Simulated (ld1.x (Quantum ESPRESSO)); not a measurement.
**Transferability test, ultrasoft potential for C (Z = 6)**

```
Element                 : C
Generator               : ld1.x (Quantum ESPRESSO) 7.5
Type                    : ultrasoft
Functional              : PBE
Relativity              : scalar-relativistic
Frozen core             : [He]
Valence charge          : 4
Reference configuration : 2s1.75 2p2.25
Partial waves           : 2s (bound): rcut 1.10, rcutus 1.40 bohr; 2s channel at 1.65 Ry: rcut 1.10, rcutus 1.40 bohr; 2p (bound): rcut 2.50, rcutus 3.10 bohr; 2p channel at 2.3 Ry: rcut 2.50, rcutus 3.10 bohr
Local potential         : all-electron potential smoothed inside 2.00 bohr (lloc = -1)
Core correction         : none
Augmentation charge     : PSQ, inside the norm-conserving radii
```

Energies are relative to the spin-unpolarised reference configuration 2s1.75 2p2.25; without spin polarisation the order of configurations can differ from experiment.

```
valence configuration  charge  ΔE all-electron (eV)  error AE − PS (meV)
              2s2 2p0      +2                32.901                 +358
            2s2 2p2.3    -0.3                -3.276                 -1.8
              2s0 2p4       0                14.858                 -2.8
            2s2 2p1.5    +0.5                 1.846                 +9.5
              2s1 2p0      +3                81.095                 +704
```

Task: What are ΔE and the potential's error for 2s2 2p2?

Result: ΔE = -2.117 eV all-electron; the error (AE − PS) is -0.1 meV.

Task: What are ΔE and the potential's error for 2s2 2p1?

Result: ΔE = 8.744 eV all-electron; the error (AE − PS) is +45 meV.

Levels in the configuration 2s2 2p2:

| level | all-electron (eV) | pseudo (eV) |
| --- | --- | --- |
| 2s | -13.751 | -13.742 |
| 2p | -5.286 | -5.278 |
